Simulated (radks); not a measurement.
Question: Neutral silver, [Kr] 4d10 5s1. Calculated with a radial shooting solver on a logarithmic mesh with Libxc functionals: non-relativistic Kohn-Sham, exchange-only B88, spin-polarised, spherical densities, point nucleus. Every spin shell is full or empty, so the densities are truly spherical. Functionals are evaluated on that one density, not self-consistently. Rank these orbital-free kinetic functionals by their error against the exact value of the orbitals, and give that value: Thomas-Fermi, von Weizsacker, TF + vW, TF + vW/9, TF + vW/5, LC94, APBEK, revAPBEK, Perdew 92, Thakkar, Pearson, LKT, PG1, DePristo-Kress, Ernzerhof.

Answer: Exact: 5197.77 hartree. From best to worst, with 100 (|E| - |E exact|)/|E exact| (equal figures are ties): LC94 +0.07, DePristo-Kress -0.08, APBEK +0.13, revAPBEK +0.31, Ernzerhof -0.39, Thakkar -0.55, Perdew 92 -0.67, TF + vW/9 -0.68, Pearson -0.93, TF + vW/5 +3.09, Thomas-Fermi -5.39, PG1 +15.45, LKT +19.64, TF + vW +37.01, von Weizsacker -57.60.
